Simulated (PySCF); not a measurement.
H$_{4}$HfO$_{4}$, charge -1, doublet, geometry from GFN2-xTB (such geometries of metal compounds can be far from the true shape) (the multiplicity is a formal guess) (core potentials on Hf) (in this run its highest filled SCF level lies above zero, so its values depend strongly on the basis, on diffuse functions most of all); MN15/def2-SV(P) run with PySCF.

PySCF was given this input:
```python
from pyscf import gto, scf, dft

mol = gto.M(
    atom='''
Hf   -0.000000    0.000000   -0.000000
O     1.868244    0.338114   -0.289082
H     1.718188    0.988092   -0.985061
O     0.229895   -0.322872    1.879130
H     1.191651   -0.265275    1.846196
O    -0.547485    1.111126   -1.467612
H    -1.314320    0.569738   -1.687247
O    -1.550655   -1.126369   -0.122436
H    -1.595519   -1.292555    0.826113
''',
    basis='def2-sv(p)',
    ecp={'Hf': 'def2-sv(p)'},
    charge=-1,
    spin=1,
    verbose=4,
)

mf = dft.UKS(mol)
mf.xc = 'mn15'
mf.grids.radi_method = dft.radi.mura_knowles
mf.kernel()
```

Problem. Predict the main parts of the log of this PySCF run.

Solution. 
```
PySCF version 2.14.0

[INPUT] verbose = 4
[INPUT] num. atoms = 9
[INPUT] num. electrons = 49
[INPUT] charge = -1
[INPUT] spin (= nelec alpha-beta = 2S) = 1
[INPUT] symmetry False subgroup None
[INPUT] Mole.unit = angstrom
[INPUT] Symbol           X                Y                Z      unit          X                Y                Z       unit  Magmom
[INPUT]  1 Hf     0.000000000000   0.000000000000   0.000000000000 AA    0.000000000000   0.000000000000   0.000000000000 Bohr   0.0
[INPUT]  2 O      1.868244000000   0.338114000000  -0.289082000000 AA    3.530469493862   0.638942858881  -0.546285807542 Bohr   0.0
[INPUT]  3 H      1.718188000000   0.988092000000  -0.985061000000 AA    3.246904750514   1.867223265874  -1.861495505990 Bohr   0.0
[INPUT]  4 O      0.229895000000  -0.322872000000   1.879130000000 AA    0.434438587407  -0.610139653291   3.551041052454 Bohr   0.0
[INPUT]  5 H      1.191651000000  -0.265275000000   1.846196000000 AA    2.251894026064  -0.501297097694   3.488804812268 Bohr   0.0
[INPUT]  6 O     -0.547485000000   1.111126000000  -1.467612000000 AA   -1.034596707308   2.099723829883  -2.773384737125 Bohr   0.0
[INPUT]  7 H     -1.314320000000   0.569738000000  -1.687247000000 AA   -2.483704840038   1.076648782757  -3.188434734494 Bohr   0.0
[INPUT]  8 O     -1.550655000000  -1.126369000000  -0.122436000000 AA   -2.930313263687  -2.128528925200  -0.231370507787 Bohr   0.0
[INPUT]  9 H     -1.595519000000  -1.292555000000   0.826113000000 AA   -3.015093936540  -2.442574950937   1.561127317943 Bohr   0.0

nuclear repulsion = 218.80155329875
number of shells = 43
number of NR pGTOs = 162
number of NR cGTOs = 89
basis = def2-sv(p)
ecp = {'Hf': 'def2-sv(p)'}

******** <class 'pyscf.dft.uks.UKS'> ********
method = UKS
initial guess = minao
damping factor = 0
level_shift factor = 0
DIIS = <class 'pyscf.scf.diis.CDIIS'>
diis_start_cycle = 1
diis_space = 8
diis_damp = 0
SCF conv_tol = 1e-09
SCF conv_tol_grad = None
SCF max_cycles = 50
direct_scf = True
direct_scf_tol = 1e-13
number electrons alpha = 25  beta = 24
XC library pyscf.dft.libxc version 7.1.2
    S. Lehtola, C. Steigemann, M. J. T. Oliveira, and M. A. L. Marques,  SoftwareX 7, 1–5 (2018)
XC functionals = mn15
    H. S. Yu, X. He, S. L. Li, and D. G. Truhlar,  Chem. Sci. 7, 5032–5051 (2016)
    H. S. Yu, X. He, S. L. Li, and D. G. Truhlar,  Chem. Sci. 7, 5032–5051 (2016)
radial grids: Mura-Knowles [JCP 104, 9848 (1996); DOI:10.1063/1.471749] log3 quadrature radial grids
becke partition: Becke, JCP 88, 2547 (1988); DOI:10.1063/1.454033
pruning grids: <function nwchem_prune>
grids dens level: 3
symmetrized grids: False
atomic radii adjust function: <function treutler_atomic_radii_adjust>
small_rho_cutoff = 0
Set gradient conv threshold to 3.16228e-05
tot grids = 111840
init E= -338.331053333272

cycle= 1 E= -350.366636947378  delta_E=  -12  |g|= 1.07  |ddm|=  5.4
cycle= 2 E= -350.163445765861  delta_E= 0.203  |g|= 1.34  |ddm|= 2.44
cycle= 3 E= -350.818689132143  delta_E= -0.655  |g|= 0.167  |ddm|= 1.26
cycle= 4 E= -350.831598628748  delta_E= -0.0129  |g|= 0.0286  |ddm|= 0.262
cycle= 5 E= -350.832124580955  delta_E= -0.000526  |g|= 0.00489  |ddm|= 0.0886
cycle= 6 E= -350.83214425037  delta_E= -1.97e-05  |g|= 0.00151  |ddm|= 0.0192
cycle= 7 E= -350.832147407268  delta_E= -3.16e-06  |g|= 0.000288  |ddm|= 0.0118
cycle= 8 E= -350.832147648274  delta_E= -2.41e-07  |g|= 0.000243  |ddm|= 0.004
cycle= 9 E= -350.832147680669  delta_E= -3.24e-08  |g|= 4.8e-05  |ddm|= 0.00064
cycle= 10 E= -350.832147685401  delta_E= -4.73e-09  |g|= 9.16e-06  |ddm|= 0.000467
cycle= 11 E= -350.83214768548  delta_E= -7.9e-11  |g|= 9.53e-06  |ddm|= 3.31e-05
Extra cycle  E= -350.832147685428  delta_E= 5.25e-11  |g|= 1.54e-05  |ddm|= 2.05e-05
converged SCF energy = -350.832147685428  <S^2> = 0.75184472  2S+1 = 2.0018439
```
